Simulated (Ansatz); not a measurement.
Input and output for CH4AlBFN.

```yaml
crystal:
  periodic: [false, false, false]
  atoms:
    - {symbol: B, position_ang: [-0.075045, 0.473086, 0.863666]}
    - {symbol: C, position_ang: [0.775083, -0.658706, 0.204319]}
    - {symbol: F, position_ang: [1.156215, -1.823902, 0.739859]}
    - {symbol: N, position_ang: [-0.767865, -0.493787, -0.148762]}
    - {symbol: Al, position_ang: [0.376230, 0.365402, -1.311338]}
    - {symbol: H, position_ang: [0.136698, 1.566361, 0.205336]}
    - {symbol: H, position_ang: [-0.445602, 0.652647, 1.979406]}
    - {symbol: H, position_ang: [-1.400247, -1.218296, 0.146082]}
    - {symbol: H, position_ang: [0.333030, 1.090996, -2.695568]}
basis:
  gaussian: {orbitals: def2-mTZVPP}
hamiltonian: {xc: {name: B97M-V}}
output: {forces: true}
```

```sh
$ ansatz run in.yaml --threads 2 --pin off --events-out ev --progress --plain --max-ram 4352MiB
```

Output, abridged:

```
Functional definition: B97M-V
1127 factors; their error is unknown
mean field evaluation 1: about -12570.4618 eV, gradient 6.5e1 eV
mean field evaluation 2: about -12510.2102 eV, gradient 1.5e2 eV
mean field evaluation 4: about -12580.1069 eV, gradient 8.7e0 eV
mean field evaluation 8: about -12580.3309 eV, gradient 7.4e-2 eV
mean field evaluation 16: about -12580.3024 eV, gradient 4.8e-5 eV
mean field -12580.30240609 eV, -462.3175861885 hartree, gradient 1.3e-5 eV, S^2 0.000000; 0 other end points of the search recorded, 0 dependent functions left out
reference -12580.30247477 eV, -462.3175887125 hartree; 22, 22 occupied and 106, 106 virtual orbitals, 1127 factors
Total energy: -12580.30247477 eV, -462.3175887125 hartree
Atom 0 at    -0.075045     0.473086     0.863666 Å, force     0.008931    -0.250199     0.255104 eV/Å
Atom 1 at     0.775083    -0.658706     0.204319 Å, force     0.113707     0.374424     0.016549 eV/Å
Atom 2 at     1.156215    -1.823902     0.739859 Å, force     0.033828    -0.224427     0.090920 eV/Å
Atom 3 at    -0.767865    -0.493787    -0.148762 Å, force    -0.284976     0.048540    -0.040282 eV/Å
Atom 4 at     0.376230     0.365402    -1.311338 Å, force     0.028526     0.079266    -0.166704 eV/Å
Atom 5 at     0.136698     1.566361     0.205336 Å, force     0.002591    -0.037830    -0.136946 eV/Å
Atom 6 at    -0.445602     0.652647     1.979406 Å, force     0.021960     0.000056    -0.104637 eV/Å
Atom 7 at    -1.400247    -1.218296     0.146082 Å, force     0.098802     0.085935    -0.033939 eV/Å
Atom 8 at     0.333030     1.090996    -2.695568 Å, force    -0.023370    -0.075765     0.119935 eV/Å
Dipole moment:    -0.191227     0.034323    -0.485489 e Å
```

It took 8 s on 2 threads of an Arm Neoverse V2 on a shared host, with 0.4 GiB of host memory at the peak.
